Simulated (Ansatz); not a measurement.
Species: ScBr (charge 0, singlet). 
Coordinates optimised at B3LYP-D3(BJ)/def2-TZVP (Ansatz, a program for electronic structure):
```xyz
2

Sc     0.0000     0.0000    -1.4938
Br     0.0000     0.0000     0.8963
```

Dipole moments at this geometry, in debye (magnitudes).

```tsv
level	program	dipole (D)
SVWN5/def2-TZVPD	Ansatz	2.56
BLYP/def2-TZVPD	Ansatz	2.62
revPBE/def2-TZVPD	Ansatz	2.58
B97M-V/def2-TZVPD	Ansatz	2.94
PBE0/def2-TZVPD	Ansatz	[?]
BHLYP/def2-TZVPD	Ansatz	3.49
wB97M-V/def2-TZVPD	Ansatz	3.61
wB97X-V/def2-TZVPD	Ansatz	3.67
CCSD(T)/def2-SVPD	Ansatz	[?]
```

### Question
Fill in the missing entries.

### Answer

- PBE0/def2-TZVPD, dipole (D): 3.07
- CCSD(T)/def2-SVPD, dipole (D): 2.55
